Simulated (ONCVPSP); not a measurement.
## Sc (Z = 21): ONCV pseudisation with PBE, fully relativistic reference atom.

scandium (Sc), optimised norm-conserving Vanderbilt (ONCV), made with ONCVPSP 4.0.1 (PBE, fully relativistic). Core [Ne], reference 3s2 3p6 3d1 4s2. Waves: 3s+4s: rc 1.70 bohr, ncon 4, nbas 7, qcut 7.6 1/bohr, 2 projectors; 3p: rc 2.44 bohr, ncon 5, nbas 9, qcut 7.4 1/bohr, 2 projectors, debl 1.9 Ha; 3d: rc 1.95 bohr, ncon 3, nbas 6, qcut 6.6 1/bohr, 2 projectors, debl 1.3 Ha. Local part: polynomial inside 1.15 bohr (lpopt 3, dvloc0 -1 Ha). Core correction: Teter function, fcfact 3.25, rcfact 1.25.

Open shells are filled in proportion to 2j + 1.

- Cutoffs needed: 18 Ha and 22 Ha (the cutoffs (Ha) at which the residual kinetic energy of the hardest occupied pseudo-wave falls to 1 and 0.1 mHa per electron)
- Ghost test: no bound ghost flagged; no localised positive-energy state flagged
- Configuration tests: 1 of 4 tests not solved or not reliable
- rms error of d²Exc/dni dnj: 6.53 mHa without and 5.45 mHa with the model core
